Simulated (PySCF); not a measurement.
Cl2H5NSi2, SMILES Cl[SiH2]N[SiH2]Cl.

Geometry: PBE0-D3(BJ)/def2-SVP. Other conformers were not sampled.

These are PBE0-D3(BJ)/def2-SVP (PySCF) values and carry that method's errors.

Frequencies are harmonic and unscaled.

| mode | ν (cm⁻¹) | IR (km/mol) | Raman (Å⁴/amu) | depolarisation | moving atoms (share of kinetic energy) |
|---|---|---|---|---|---|
| 1 | 29 | 1.9 | 0.1 | 0.67 | Cl 53 %, Si 30 %, H 9 %, N 8 % |
| 2 | 31 | 1.4 | 0.0 | – | Cl 43 %, Si 26 %, N 21 %, H 10 % |
| 3 | 150 | 0.5 | 3.1 | 0.57 | Cl 66 %, Si 28 % |
| 4 | 206 | 0.9 | 2.1 | 0.75 | Si 40 %, H 30 %, N 25 % |
| 5 | 260 | 13.6 | 2.4 | 0.75 | H 35 %, N 34 %, Si 17 %, Cl 14 % |
| 6 | 429 | 46.5 | 0.4 | 0.75 | H 61 %, N 29 % |
| 7 | 527 | 1.1 | 16.3 | 0.15 | Si 46 %, Cl 36 %, H 13 % |
| 8 | 546 | 110.9 | 0.7 | 0.75 | Si 39 %, H 31 %, Cl 29 % |
| 9 | 569 | 107.9 | 2.0 | 0.75 | H 54 %, Si 29 %, Cl 14 % |
| 10 | 608 | 19.3 | 9.5 | 0.75 | Si 46 %, H 44 %, Cl 9 % |
| 11 | 711 | 28.3 | 12.4 | 0.50 | H 66 %, Si 19 %, N 13 % |
| 12 | 766 | 18.1 | 14.4 | 0.75 | H 97 % |
| 13 | 847 | 54.1 | 7.9 | 0.60 | H 60 %, N 30 %, Si 10 % |
| 14 | 884 | 552.4 | 7.6 | 0.75 | H 88 %, Si 10 % |
| 15 | 920 | 4.0 | 21.6 | 0.68 | H 90 %, Si 10 % |
| 16 | 933 | 248.4 | 9.3 | 0.75 | H 93 % |
| 17 | 941 | 46.5 | 10.3 | 0.69 | H 89 %, Si 10 % |
| 18 | 960 | 144.5 | 1.3 | 0.75 | N 44 %, H 38 %, Si 18 % |
| 19 | 1205 | 259.3 | 0.9 | 0.75 | H 64 %, N 32 % |
| 20 | 2270 | 161.1 | 33.4 | 0.75 | H 98 % |
| 21 | 2273 | 4.0 | 316.1 | 0.06 | H 98 % |
| 22 | 2281 | 32.7 | 56.9 | 0.75 | H 96 % |
| 23 | 2288 | 158.8 | 86.7 | 0.39 | H 96 % |
| 24 | 3615 | 61.0 | 74.3 | 0.23 | H 93 % |
